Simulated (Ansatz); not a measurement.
Geometry optimisation, RKS PBE0-D4/def2-mTZVP in Ansatz 0.2.0.

Input:

```yaml
crystal:
  periodic: [false, false, false]
  atoms:
    - { symbol: O, position_ang: [-1.626, -0.1062, 1.1961] }
    - { symbol: C, position_ang: [-0.3613, -0.54, 1.1847] }
    - { symbol: Si, position_ang: [0.6849, 0.5393, 0.0803] }
    - { symbol: O, position_ang: [2.4145, -0.0026, 0.1762] }
    - { symbol: Sb, position_ang: [-0.0794, 0.401, -2.3106] }
    - { symbol: H, position_ang: [-2.1021, -0.3953, 0.3583] }
    - { symbol: H, position_ang: [-0.2875, -1.5902, 0.8381] }
    - { symbol: H, position_ang: [0.0778, -0.4783, 2.2139] }
    - { symbol: H, position_ang: [0.6532, 1.9482, 0.6011] }
    - { symbol: H, position_ang: [2.8457, 0.6026, -0.388] }
    - { symbol: H, position_ang: [1.54144, -0.07031, -2.80774] }
    - { symbol: H, position_ang: [0.28333, 2.10785, -2.51959] }
basis:
  gaussian: { orbitals: def2-mTZVP }
hamiltonian:
  xc: pbe0
  dispersion: d4
relax:
  f_tol: 0.015
  max_steps: 40
```

Run as:

```bash
$ ansatz run input.yaml --threads 2 --pin off --max-ram 3072MiB --backend cpu --events-out ev --progress --plain --runs-dir out
```

**Question.** Where does it end, and by what steps?

**Answer.** It converged. After 15 steps the energy has fallen by 0.652 eV; H11 moved furthest, 0.74 Å.

```tsv
step	energy less start (eV)	largest force component (eV/Å)	accepted
0	0.0000	4.283	yes
1	-0.3916	1.988	yes
2	-0.5320	1.102	yes
3	-0.5904	0.598	yes
4	-0.6275	0.339	yes
5	-0.6398	0.229	yes
6	-0.6451	0.121	yes
7	-0.6380	0.343	no
8	-0.6489	0.060	yes
9	-0.6507	0.035	yes
10	-0.6511	0.056	yes
11	-0.6513	0.020	yes
12	-0.6514	0.020	yes
13	-0.6515	0.023	yes
14	-0.6515	0.025	no
15	-0.6516	0.013	yes
```

```xyz
12
Properties=species:S:1:pos:R:3
O -1.655 -0.277 1.161
C -0.266 -0.600 1.144
Si 0.710 0.680 0.148
O 2.308 0.242 0.253
Sb -0.215 0.751 -2.272
H -2.013 -0.414 0.276
H -0.085 -1.622 0.787
H 0.066 -0.576 2.185
H 0.475 2.034 0.730
H 2.919 0.643 -0.371
H 0.910 -0.450 -2.759
H 0.890 2.004 -2.659
```

Whether the end is a true minimum wasn't checked by a vibrational analysis.

Run time: 76 s on 2 threads of Intel(R) Xeon(R) Platinum 8488C (Sapphire Rapids), on a shared host, peak memory 0.47 GiB.
